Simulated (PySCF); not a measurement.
PhCF(CH3)2, C9H11F.
SMILES with atom numbers: `[CH3:1][C:2]([CH3:3])([F:4])[c:5]1[cH:6][cH:7][cH:8][cH:9][cH:10]1` (hydrogens: H11, H12, H13 on C1; H14, H15, H16 on C3; H17 on C6; H18 on C7; H19 on C8; H20 on C9; H21 on C10)

The same species was optimised twice, with GFN2-xTB and with PBE0-D3(BJ)/def2-SVP (PySCF), and the same property calculations (PySCF, gas phase) were run on both structures.

```tsv
coordinate	GFN2-xTB	PBE0-D3(BJ)/def2-SVP	change
C6–C7 (Å)	1.384	1.395	+0.011
C8–C9 (Å)	1.385	1.395	+0.010
C9–C10 (Å)	1.383	1.392	+0.009
C7–C8 (Å)	1.383	1.393	+0.010
C5–C10 (Å)	1.391	1.400	+0.009
C5–C6 (Å)	1.388	1.396	+0.008
C1–C2 (Å)	1.528	1.520	-0.008
C2–C3 (Å)	1.528	1.520	-0.008
C2–F4 (Å)	1.397	1.393	-0.004
C2–C5 (Å)	1.515	1.519	+0.004
C2–C5–C10 (°)	120.0	120.6	+0.6
F4–C2–C5 (°)	108.7	108.1	-0.6
C2–C5–C6 (°)	121.1	120.5	-0.6
C1–C2–C3 (°)	112.1	112.6	+0.5
C5–C10–C9 (°)	120.5	120.7	+0.2
C6–C7–C8 (°)	120.2	120.4	+0.2
C7–C8–C9 (°)	119.6	119.5	-0.1
C8–C9–C10 (°)	120.3	120.2	-0.1
C1–C2–C5–C6 (°)	-117	-116	+1
```

Rotational constants: A = 2645, B = 955.0, C = 826.9 MHz (GFN2-xTB) against A = 2634, B = 949.1, C = 821.3 MHz (PBE0-D3(BJ)/def2-SVP). Point groups within 0.08 Å: Cs and Cs. Atoms that the bonding makes alike are paired by their places after alignment.

On the GFN2-xTB structure: HOMO (eV) -7.21 [PBE0/pcSseg-1]; LUMO (eV) -0.27 [PBE0/pcSseg-1]; dipole (D) 1.66 [PBE0/pcSseg-1]; GIAO shielding of C1/C3 (mean) (ppm) 154.3 [PBE0/pcSseg-1]; GIAO shielding of C2 (ppm) 88.2 [PBE0/pcSseg-1]; GIAO shielding of F4 (ppm) 352.7 [PBE0/pcSseg-1]; GIAO shielding of C5 (ppm) 33.9 [PBE0/pcSseg-1]; GIAO shielding of C6/C10 (mean) (ppm) 58.1 [PBE0/pcSseg-1]; GIAO shielding of C7/C9 (mean) (ppm) 53.1 [PBE0/pcSseg-1]; GIAO shielding of C8 (ppm) 54.7 [PBE0/pcSseg-1].

What do these properties become on the PBE0-D3(BJ)/def2-SVP structure?

```csv
property,level,on GFN2-xTB,on PBE0-D3(BJ)/def2-SVP,change
HOMO (eV),PBE0/pcSseg-1,-7.21,-7.19,+0.02
LUMO (eV),PBE0/pcSseg-1,-0.27,-0.32,-0.05
dipole (D),PBE0/pcSseg-1,1.66,1.63,-0.03
"energy, GFN2-xTB geometry as zero (kcal/mol)",PBE0/pcSseg-1,0.0,-0.3,-0.3
GIAO shielding of C1/C3 (mean) (ppm),PBE0/pcSseg-1,154.3,152.8,-1.5
GIAO shielding of C2 (ppm),PBE0/pcSseg-1,88.2,89.5,+1.3
GIAO shielding of F4 (ppm),PBE0/pcSseg-1,352.7,351.1,-1.6
GIAO shielding of C5 (ppm),PBE0/pcSseg-1,33.9,31.7,-2.2
GIAO shielding of C6/C10 (mean) (ppm),PBE0/pcSseg-1,58.1,55.6,-2.5
GIAO shielding of C7/C9 (mean) (ppm),PBE0/pcSseg-1,53.1,50.7,-2.4
GIAO shielding of C8 (ppm),PBE0/pcSseg-1,54.7,52.1,-2.6
```

The heavy atoms differ by 0.014 Å rms after alignment (one structure mirrored). Among bonds between heavy atoms C6–C7, C7–C8 and C8–C9 change most and about equally (+0.010 to +0.011 Å). Changes are differences of the printed values. Neither structure is proved a minimum here.

Conformer computed: `[CH3:1][C:2]([CH3:3])([F:4])[c:5]1[cH:6][cH:7][cH:8][cH:9][cH:10]1`: C1–C2–C5–C6 -116°.
